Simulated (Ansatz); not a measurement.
Consider the substitution at a C–B bond: `CB[NH][GaH2]` + `N=C=C=O` → `CN=C=C=O` + `B[NH][GaH2]`.

Computed with Ansatz on PBE0-D4/def2-TZVP structures; ΔE is electronic, products minus reactants. CCSD(T)/CBS adds triple-zeta CCSD(T) − MP2 to the extrapolated MP2 energy (def2 sets, frozen cores). Functionals use def2-TZVPP. HSE06 is defined as in plane-wave codes. For Ga outer-core shells are correlated without core-valence functions, which leaves a few kJ/mol of doubt a bond. Scalar relativity is left out up to krypton. One conformer a species, not always the lowest.

| level | ΔE (kJ/mol) |
| --- | --- |
| PBE-D4 | 50.8 |
| HSE06-D4 | 52.6 |
| ωB97X-V | 51.7 |
| ωB97M-V | 55.7 |
| revPBE | 48.0 |
| BHLYP | 47.9 |
| SCS-MP2/def2-TZVPP | 49.9 |
| CCSD/CBS(def2) | 56.7 |

Problem. What does CCSD(T)/CBS give? (An estimate is asked.)

Solution. Ansatz gave: +56.4 kJ/mol. The listed levels differ from it by -5.6, -3.8, -4.7, -0.7, -8.4, -8.5, -6.5, 0.3 kJ/mol.

Largest T1 diagnostic among the species: 0.019.

From BLYP to BHLYP (50 % exact exchange), in def2-TZVPP and without D4, ΔE moves by +3.8 kJ/mol. At CCSD(T), def2-SVP lies −6.0 kJ/mol from the extrapolated value and def2-TZVPP −1.1 kJ/mol. The D4 term adds +3.4 kJ/mol with B3LYP and +1.9 kJ/mol with PBE0; it sums over pairs of atoms, weighted by their polarisabilities, and B3LYP, whose exchange is more repulsive, gets the larger term.

CCSD(T)/CBS has its own doubt, a few kJ/mol and more with outer-core shells, so smaller differences from it don't rank the levels.

B3LYP here is the variant with VWN-RPA as its local correlation; programs differ in this.
